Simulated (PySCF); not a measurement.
## SbH⁺: everyday levels beside a composite calculation

PySCF; the state is a doublet (π ↑). The composite is CCSD(T) extrapolated to the basis-set limit from two correlation-consistent sets, with core-valence (CV) and scalar-relativistic (SR) terms as its label shows; it has no spin–orbit coupling and nothing beyond (T). Here it is CCSD(T)/CBS(DT). It gives Re = 1.702 Å, ωe = 1987 cm⁻¹ and De = 2.81 eV to Sb⁺ + H.

| level | basis | relativity | Re (Å) | ωe (cm⁻¹) | De (eV) |
| --- | --- | --- | --- | --- | --- |
| UHF-SCS-MP2 | cc-pVTZ-PP/cc-pVTZ | scalar-relativistic core potentials | 1.699 | 2067 | 2.65 |
| UHF-CCSD(T) | def2-TZVPPD | scalar-relativistic core potentials | 1.701 | 2000 | 2.74 |
| LDA | cc-pVTZ-PP/cc-pVTZ | scalar-relativistic core potentials | 1.729 | 1917 | 3.23 |
| PBE | cc-pVTZ-PP/cc-pVTZ | scalar-relativistic core potentials | 1.734 | 1911 | 2.77 |
| PBE | def2-TZVPPD | scalar-relativistic core potentials | 1.730 | 1910 | 2.78 |
| r²SCAN | def2-SVPD | scalar-relativistic core potentials | 1.722 | 1970 | 2.74 |
| PBE0 | def2-SVPD | scalar-relativistic core potentials | 1.722 | 1984 | 2.67 |
| M06-2X | def2-SVPD | scalar-relativistic core potentials | 1.716 | 2020 | 2.44 |
| M06-2X | def2-TZVPPD | scalar-relativistic core potentials | 1.707 | 2021 | 2.47 |
| ωB97X | def2-TZVPPD | scalar-relativistic core potentials | 1.704 | 2044 | 2.92 |

Task: Give the difference of each row from the composite.

Result: 

| level | basis | ΔRe (pm) | Δωe (%) | ΔDe (eV) |
| --- | --- | --- | --- | --- |
| UHF-SCS-MP2 | cc-pVTZ-PP/cc-pVTZ | -0.3 | +4.0 | -0.16 |
| UHF-CCSD(T) | def2-TZVPPD | -0.1 | +0.7 | -0.07 |
| LDA | cc-pVTZ-PP/cc-pVTZ | +2.7 | -3.5 | +0.42 |
| PBE | cc-pVTZ-PP/cc-pVTZ | +3.2 | -3.8 | -0.04 |
| PBE | def2-TZVPPD | +2.8 | -3.9 | -0.03 |
| r²SCAN | def2-SVPD | +2.0 | -0.9 | -0.07 |
| PBE0 | def2-SVPD | +2.0 | -0.2 | -0.14 |
| M06-2X | def2-SVPD | +1.4 | +1.7 | -0.37 |
| M06-2X | def2-TZVPPD | +0.5 | +1.7 | -0.34 |
| ωB97X | def2-TZVPPD | +0.2 | +2.9 | +0.11 |

Task: Which rows come closest in De?

Result: PBE in cc-pVTZ-PP/cc-pVTZ (-0.04 eV); PBE in def2-TZVPPD (-0.03 eV), counted from the composite.

Correlated steps freeze 4 core orbitals. These are scalar-relativistic numbers at best; spin–orbit coupling would shift them, the dissociation energy most. For an ion De counts to the pair picked by the measured ionisation energies or electron affinities, which need not be the lowest pair at this level. Counting both spins, an empty level lies below a filled one in some of these solutions, because spin and occupation are held. The state was picked by a PBE0 search and need not be the measured ground state.
